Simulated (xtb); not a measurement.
C$_{4}$H$_{3}$S, doublet, from a rough starting geometry; GFN2-xTB in xtb.

Here is a job for xtb.
```
$ xtb mol.xyz --gfn 2 --uhf 1 --opt vtight --json

# file mol.xyz
8

C      0.61600221    -0.95433007    -0.15022393
C      1.45951366     0.05679645    -0.14334707
S      0.49360013     1.49326919     0.10124372
C     -0.92484360     0.55743768     0.20864970
C     -0.74266105    -0.75238479    -0.04984022
H      2.59546997     0.06773636    -0.25842800
H     -1.87425215     1.05987773     0.25431125
H     -1.49008615    -1.52431494    -0.00318094
```

The log (banner, timings and long lists left out):

```
   ID    Z sym.   atoms
    1    6 C      1, 2, 4, 5
    2   16 S      3
    3    1 H      6-8

           -------------------------------------------------
          |                Calculation Setup                |
           -------------------------------------------------

           -------------------------------------------------
          |                 G F N 2 - x T B                 |
           -------------------------------------------------

          ...................................................
          :                      SETUP                      :
          :.................................................:
          :  # basis functions                  29          :
          :  # atomic orbitals                  28          :
          :  # shells                           14          :
          :  # electrons                        25          :
          :  max. iterations                   250          :
          :  Hamiltonian                  GFN2-xTB          :
          :  restarted?                      false          :
          :  GBSA solvation                  false          :
          :  PC potential                    false          :
          :  electronic temp.          300.0000000     K    :
          :  accuracy                    1.0000000          :
          :  -> integral cutoff          0.2500000E+02      :
          :  -> integral neglect         0.1000000E-07      :
          :  -> SCF convergence          0.1000000E-05 Eh   :
          :  -> wf. convergence          0.1000000E-03 e    :
          :  Broyden damping             0.4000000          :
          :  net charge                          0          :
          :  unpaired electrons                  1          :
          ...................................................

 iter      E             dE          RMSdq      gap      omega  full diag
   1    -13.4015224 -0.134015E+02  0.522E+00    2.68       0.0  T
   2    -13.4076615 -0.613910E-02  0.299E+00    2.41       1.0  T
   3    -13.3999631  0.769841E-02  0.125E+00    2.86       1.0  T
   4    -13.4093141 -0.935094E-02  0.498E-01    2.51       1.0  T
   5    -13.4099588 -0.644720E-03  0.141E-01    2.57       1.0  T
   6    -13.4099670 -0.817281E-05  0.581E-02    2.58       1.0  T
   7    -13.4099898 -0.228185E-04  0.245E-02    2.56       1.4  T
   8    -13.4099906 -0.825780E-06  0.795E-03    2.57       4.4  T
   9    -13.4099908 -0.181499E-06  0.257E-03    2.57      13.8  T
[...]
         :: total energy             -13.198764238140 Eh    ::
 * total energy  :   -13.1987642 Eh     change       -0.1919087E-09 Eh
 * total energy  :   -13.2052415 Eh     change       -0.6477230E-02 Eh
 * total energy  :   -13.2058262 Eh     change       -0.5847646E-03 Eh
 * total energy  :   -13.2059393 Eh     change       -0.1131116E-03 Eh
 * total energy  :   -13.2059630 Eh     change       -0.2363099E-04 Eh
 * total energy  :   -13.2059663 Eh     change       -0.3283921E-05 Eh
 * total energy  :   -13.2059670 Eh     change       -0.7016226E-06 Eh
 * total energy  :   -13.2059672 Eh     change       -0.1973766E-06 Eh
 * total energy  :   -13.2059672 Eh     change       -0.3764713E-07 Eh
   *** GEOMETRY OPTIMIZATION CONVERGED AFTER 9 ITERATIONS ***
         :: total energy             -13.205967196447 Eh    ::
[...]
     4   6 C        2.968    -0.018    28.461     8.751
     5   6 C        3.081    -0.033    28.738     8.788
     6   1 H        0.927     0.055     2.253     2.347
     7   1 H        0.926     0.049     2.330     2.387
     8   1 H        0.926     0.048     2.342     2.393

 Mol. C6AA /au·bohr⁶  :       1450.852367
 Mol. C8AA /au·bohr⁸  :      46444.825736
 Mol. α(0) /au        :         62.561286

Wiberg/Mayer (AO) data.
largest (>0.10) Wiberg bond orders for each atom

 ---------------------------------------------------------------------------
     #   Z sym  total        # sym  WBO       # sym  WBO       # sym  WBO
 ---------------------------------------------------------------------------
     1   6 C    3.316 --     2 C    1.754     5 C    1.277     3 S    0.214
     2   6 C    3.941 --     1 C    1.754     3 S    1.064     6 H    0.967
                             4 C    0.127
     3  16 S    2.610 --     4 C    1.192     2 C    1.064     1 C    0.214
                             5 C    0.106
     4   6 C    3.949 --     5 C    1.613     3 S    1.192     7 H    0.966
                             2 C    0.127
     5   6 C    3.985 --     4 C    1.613     1 C    1.277     8 H    0.962
                             3 S    0.106
     6   1 H    0.997 --     2 C    0.967
     7   1 H    0.998 --     4 C    0.966
     8   1 H    0.998 --     5 C    0.962
 ---------------------------------------------------------------------------

Topologies differ in total number of bonds
Writing topology from bond orders to xtbtopo.mol

molecular dipole:
                 x           y           z       tot (Debye)
 q only:       -0.110       0.021       0.013
   full:       -0.211      -0.137       0.007       0.639
molecular quadrupole (traceless):
                xx          xy          yy          xz          yz          zz
 q only:        1.855       0.149      -0.882      -0.263      -0.003      -0.973
  q+dip:        4.334       0.268      -2.210      -0.608      -0.028      -2.123
   full:        3.734      -0.209      -2.522      -0.507      -0.109      -1.212

optimized geometry written to: xtbopt.xyz

           -------------------------------------------------
          | TOTAL ENERGY              -13.205967196447 Eh   |
          | GRADIENT NORM               0.000057476593 Eh/α |
          | HOMO-LUMO GAP               2.758126635526 eV   |
           -------------------------------------------------
```
